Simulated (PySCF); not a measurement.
**Dipole moment and polarisability of `N#Cc1cc(F)cnn1`**

C₅H₂FN₃.
Structure used (GFN2-xTB), in Å, numbered top down from 1:
```xyz
11
C5H2FN3 angstrom
N      3.5199    0.4250   -0.2080
C      2.4073    0.1596   -0.1883
C      1.0143   -0.1269   -0.1479
C      0.1137    0.8593    0.2821
C     -1.2129    0.4813    0.2857
F     -2.1641    1.3335    0.6746
C     -1.5461   -0.8100   -0.1262
N     -0.6203   -1.6648   -0.5153
N      0.6264   -1.3407   -0.5285
H      0.4355    1.8425    0.5877
H     -2.5683   -1.1561   -0.1419
```

Level: PBE0/def2-SVPD (PySCF), static field, nuclei fixed, core orbitals frozen in the response. The polarisability tensor in these axes (au):

```
x   107.07   6.49  -4.27
y     6.49  69.47   8.77
z    -4.27   8.77  45.62
```

Problem. Diagonalise the tensor; give its mean and Δα, where Δα² is half the sum of the squared differences of the eigenvalues.

Solution. Principal values 42.17, 71.71 and 108.28 au; mean 74.05 au = 10.97 Å³ = 12.21 × 10⁻⁴⁰ C²·m²/J; Δα = 57.37 au (77 % of the mean).

Problem. What is the dipole moment, and where does it point?

Solution. (-3.81, 1.99, 1.07) D, 4.43 D in size, pointing from the negative to the positive side. Measured along this direction, the outermost atoms are N1 at the negative end and F6 at the positive end.

Problem. Molar refractivity from α?

Solution. Lorentz–Lorenz: R = (4π/3)N_A α = 2.5225 cm³/(mol·Å³) × 10.97 Å³ = 27.7 cm³/mol, in the limit of long wavelengths.

Problem. What are the principal values of the traceless quadrupole moment, Θ = ½Σq(3rr − r²1), about the centre of nuclear charge?

Solution. -9.83, 1.36, 8.47 D·Å. The values depend on the origin, since the dipole doesn't vanish. The electronic extent ⟨r²⟩ about the same centre is 1115 bohr², a root-mean-square distance of 2.24 Å for the 62 electrons.

Problem. Rayleigh depolarisation ratio (linearly polarised light, static tensor)?

Solution. ρ = 3Δα²/(45ᾱ² + 4Δα²) = 9873.1/(246786 + 13164.1) = 0.038.

Problem. Find the Langevin capture rate constant for NH4+ (18.034 u) meeting this molecule (123.023 u), k = 2.342 × 10⁻⁹ cm³/s × √(α in Å³ / reduced mass in u).

Solution. The reduced mass is 15.73 u, so k = 1.96 × 10⁻⁹ cm³/s. The formula leaves out the permanent dipole, which adds to the capture rate.

Problem. In a dilute gas of rigid molecules at 250 K, how does the orientational term μ²/3kT compare with the electronic polarisability?

Solution. In Gaussian units μ²/3kT = 189.33 Å³ against 10.97 Å³, a ratio of 17.25; the Debye molar polarisation (4π/3)N_A(α + μ²/3kT) is 505.3 cm³/mol, leaving out the vibrational part.

Isolated species at its GFN2-xTB geometry, gas phase.
